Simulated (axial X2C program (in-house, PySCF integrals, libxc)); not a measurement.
# Which molecule has these constants?

Calculated with an in-house all-electron X2C program for linear molecules (integrals from PySCF), spin-free (one-electron X2C) or two-component (2c: spin–orbit coupling with atomic mean-field Coulomb and Gaunt terms, which also bring small scalar terms), in Dyall basis sets with cores contracted in-house; open shells are unrestricted.

A two-component PBE0 calculation in a Dyall 3-zeta basis gave Re = 1.054 Å, ωe = 2524.1 cm⁻¹, De = 10.93 eV, Ω = 0.

Problem. Which molecule is it?
A. NO⁺
B. PO⁺
C. AsO⁺

Solution. A. The others have PO⁺ 1.428 Å and 1471.3 cm⁻¹ (Ω = 0); AsO⁺ 1.553 Å and 1180.6 cm⁻¹ (Ω = 0).

Each entry is the lowest single determinant of a limited PBE0 search at one distance. De goes to single-determinant-based atoms at the same level (for ions the charge split of lowest energy) and is withheld (n/a) where an atom does not fit its ground term or J level. Main or longest-lived isotopes. Some light 2c atoms are not at their ground J level, so De misses part of their lowering (0.04 eV or less). The functionals have no current term, which raises determinants with orbital currents.
